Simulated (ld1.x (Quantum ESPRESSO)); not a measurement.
# Pr, ultrasoft: configuration errors across variants

- Element: Pr
- Generator: ld1.x (Quantum ESPRESSO) 7.5
- Type: ultrasoft
- Functional: PBE
- Relativity: scalar-relativistic
- Frozen core: [Kr] 4d10
- Valence charge: 13
- Reference configuration: 4f2.5 5s2 5p6 5d0.5 6s2 6p0
- Partial waves: 5s (bound): rcut 2.05, rcutus 2.50 bohr; 6s (bound): rcut 2.05, rcutus 2.50 bohr; 5p (bound): rcut 2.60, rcutus 2.75 bohr; 6p (bound, empty): rcut 2.60, rcutus 2.75 bohr; 5d (bound): rcut 2.20, rcutus 3.10 bohr; 5d channel at 0.4 Ry: rcut 2.20, rcutus 3.10 bohr; 4f (bound): rcut 1.30, rcutus 1.70 bohr; 4f channel at 1.4 Ry: rcut 1.30, rcutus 1.70 bohr
- Local potential: all-electron potential smoothed inside 1.95 bohr (lloc = -2)
- Core correction: none
- Augmentation charge: PSQ, inside the norm-conserving radii

All-electron excitation energies from the reference (eV): (1) 4f3 5s2 5p6 5d0 6s2 6p0 -0.066; (2) 4f3 5s2 5p6 5d0 6s1 6p0 5.655; (3) 4f3 5s2 5p6 5d0 6s0 6p0 16.280; (4) 4f2 5s2 5p6 5d0 6s2 6p0 7.461; (5) 4f3 5s2 5p6 5d0 6s1.5 6p0 2.216; (6) 4f2 5s2 5p6 5d0 6s0 6p0 37.859.

The overlap operator is not positive definite (basis up to 400 Ry) in “waves 5s (bound): rcut 2.05, rcutus 2.42 bohr; 6s (bound): rcut 2.05, rcutus 2.42 bohr”. Such files are unfit for use, however small their errors in these radial tests.

Tests that are not counted but printed errors over 1 eV. “base”: 4f1 5s2 5p6 5d0 6s0 6p0 (solver errors, printed error -636 eV). “waves 5s (bound): rcut 1.92, rcutus 2.04 bohr; 6s (bound): rcut 1.92, rcutus 2.04 bohr”: 4f1 5s2 5p6 5d0 6s0 6p0 (solver errors, printed error -10.3 eV).

Errors AE − PS in meV (a dash: test not solved or not reliable):

| change | (1) | (2) | (3) | (4) | (5) | (6) | bound ghosts |
| --- | --- | --- | --- | --- | --- | --- | --- |
| base | -58 | -50 | -5.3 | -2.2 | -57 | -300 | none |
| waves 5s (bound): rcut 1.92, rcutus 2.04 bohr; 6s (bound): rcut 1.92, rcutus 2.04 bohr | -61 | -57 | -27 | -57 | -61 | -212 | none |
| waves 5s (bound): rcut 2.05, rcutus 2.42 bohr; 6s (bound): rcut 2.05, rcutus 2.42 bohr | -16 | +3.4 | +59 | – | – | – | not determined (overlap not positive) |
| waves 5s (bound): rcut 2.05, rcutus 2.88 bohr; 6s (bound): rcut 2.05, rcutus 2.88 bohr | – | – | – | – | – | – | none |
| waves 5s (bound): rcut 2.05, rcutus 3.22 bohr; 6s (bound): rcut 2.05, rcutus 3.22 bohr | – | – | – | – | – | – | none |
| waves 5s (bound): rcut 2.05, rcutus 3.78 bohr; 6s (bound): rcut 2.05, rcutus 3.78 bohr | – | – | – | – | – | – | none |

(1) Give the same row for: waves 5s (bound): rcut 1.54, rcutus 1.64 bohr; 6s (bound): rcut 1.54, rcutus 1.64 bohr.

## Answers

(1) -67, -69, -52, -93, -70, -181; bound ghosts: none. Not counted: 4f1 5s2 5p6 5d0 6s0 6p0 (solver errors, printed error -10.7 eV).
